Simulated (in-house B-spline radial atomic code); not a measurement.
## Ionising the chromium ion Cr⁴⁺ with different functionals

Computed with a radial B-spline atomic code at the basis-set limit: scalar-relativistic (spin-free X2C) Hamiltonian, Fermi nucleus of rms radius 3.6452 fm, spin-polarised at highest spin, spherical fractional occupations for the functionals, and exact exchange of hybrids averaged over the configuration. The ionisation energy is the difference of two self-consistent energies, [Ar] 3d2 → [Ar] 3d1, without Breit or QED terms; ε is the level of the shell that loses the electron (its least bound occupied spin orbital).

```json
{"method": "PBE0", "rung": "global hybrid", "ΔSCF (eV)": "?", "-ε(3d) (eV)": "?"}
{"method": "B3LYP", "rung": "global hybrid", "ΔSCF (eV)": "?", "-ε(3d) (eV)": "?"}
{"method": "TPSSh", "rung": "global hybrid", "ΔSCF (eV)": "69.08", "-ε(3d) (eV)": "60.06"}
{"method": "BHandHLYP", "rung": "global hybrid", "ΔSCF (eV)": "69.09", "-ε(3d) (eV)": "64.64"}
{"method": "r2SCAN0", "rung": "global hybrid", "ΔSCF (eV)": "69.06", "-ε(3d) (eV)": "61.86"}
{"method": "B97-1", "rung": "global hybrid", "ΔSCF (eV)": "69.12", "-ε(3d) (eV)": "61.32"}
{"method": "HSE06", "rung": "range-separated hybrid", "ΔSCF (eV)": "69.18", "-ε(3d) (eV)": "61.44"}
{"method": "wB97X", "rung": "range-separated hybrid", "ΔSCF (eV)": "68.89", "-ε(3d) (eV)": "64.11"}
{"method": "CAM-B3LYP", "rung": "range-separated hybrid", "ΔSCF (eV)": "69.32", "-ε(3d) (eV)": "63.44"}
{"method": "LC-wPBE", "rung": "range-separated hybrid", "ΔSCF (eV)": "69.32", "-ε(3d) (eV)": "64.56"}
```

(1) What does B3LYP give?

(2) What does PBE0 give?

(3) Among the functionals, which spreads more, the ΔSCF values or the orbital energies?

(4) How do they compare with the NIST value?

Results:

(1) ΔSCF 69.35 eV, and -ε(3d) = 61.43 eV.

(2) ΔSCF 69.21 eV, and -ε(3d) = 61.90 eV.

(3) The orbital energies: ΔSCF values span about 0.46 eV and the orbital energies 4.58 eV; here energy differences depend much less on the functional than eigenvalues do.

(4) NIST lists 69.46 eV ± 0.04 (semi-empirical, ground level to ground level). Errors run from -0.57 to -0.11 eV; B3LYP is closest (-0.11 eV), though others lie within the uncertainty of it, and part of that can be cancellation, since the calculations leave out spin-orbit coupling, Breit-QED terms, multiplet and fine-structure energies.
